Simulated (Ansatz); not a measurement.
Basis-set extrapolation for C8H10O2S (`CS(=O)(=O)Cc1ccccc1`) (PBE0-D4/def2-TZVP geometry, frozen core, Ansatz). Multiplicity 1, RHF reference.

```csv
,def2-TZVPP,def2-QZVPP
HF,-856.191657,-856.225372
MP2 correlation,-1.951439,-2.089709
CCSD(T) correlation,-2.086320,not run
```

Energies in hartree. Use E(X) = E(∞) + A·exp(−7.88·√X) for Hartree–Fock and E(X) = E(∞) + B·X^(−2.97) for correlation, with X = 3 and 4, and add CCSD(T) minus MP2 of the smaller set to the MP2 limit.

Question: What is the CCSD(T) energy at the basis-set limit?

Answer: HF limit: -856.225372 + (-0.033715) × 0.13774 = -856.23002. MP2 limit: -2.089709 + (-0.138270) × 0.74074 = -2.19213. Higher-order term: -2.086320 − (-1.951439) = -0.13488. Total: -858.55703 hartree, 7.59 eV below CCSD(T)/def2-TZVPP.
